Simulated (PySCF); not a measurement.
C₃H₉ClInN (SMILES C[N](C)[In]([CH3])[Cl]), singlet, at a GFN2-xTB geometry (such geometries of metal compounds can be far from the true shape) (all electrons, no relativity).

PySCF was given this input:
```python
from pyscf import gto, scf, mcscf, mp
import numpy

mol = gto.Mole()
mol.atom = '''
    In   -0.317047    0.143374   -0.233144
    Cl   -0.817303   -2.075477   -0.729936
    C    -1.243672    1.721915   -1.544565
    H    -0.470260    2.114562   -2.199155
    H    -1.675404    2.520638   -0.949029
    H    -2.010885    1.216266   -2.123149
    N     1.442505    0.398372    0.940144
    C     1.789890   -0.679632    1.837416
    C     1.594750    1.691962    1.565804
    H     2.866209   -0.643830    2.042857
    H     1.261238   -0.626194    2.802450
    H     1.562249   -1.633725    1.355410
    H     1.060587    1.777089    2.524527
    H     2.658348    1.872184    1.760429
    H     1.234018    2.466691    0.885705
'''
mol.basis = 'sto-3g'
mol.charge = 0
mol.spin = 0
mol.verbose = 4
mol.build()

mf = scf.RHF(mol)
mf.kernel()
mc = mcscf.CASSCF(mf, 4, 2)
mc.fix_spin_(ss=0.0)
noons, natorbs = mcscf.addons.make_natural_orbitals(mp.MP2(mf).run())
mc.kernel(natorbs)
occ = numpy.linalg.eigvalsh(mc.fcisolver.make_rdm1(mc.ci, mc.ncas, mc.nelecas))[::-1]
ss = mc.fcisolver.spin_square(mc.ci, mc.ncas, mc.nelecas)[0]
print('natural occupations', occ.round(4), ' <S^2>', round(ss, 4))
```

What is the computed natural occupations of the active orbitals (CASSCF(2,4)/STO-3G run with PySCF)?

1.96, 0.04, 0.00, 0.00

Give the number of basis functions at the level CASSCF(2,4)/STO-3G.

65

Give the total energy at the level CASSCF(2,4)/STO-3G.

-171670.6310 eV

What nuclear repulsion energy does CASSCF(2,4)/STO-3G give?

703.7915 Eh

What SCF-reference Mulliken (on the basis functions themselves) charges in atom order does CASSCF(2,4)/STO-3G give?

In1 1.02, Cl2 -0.49, C3 -0.34, H4 0.05, H5 0.04, H6 0.05, N7 -0.42, C8 -0.09, C9 -0.09, H10 0.05, H11 0.03, H12 0.06, H13 0.04, H14 0.05, H15 0.05
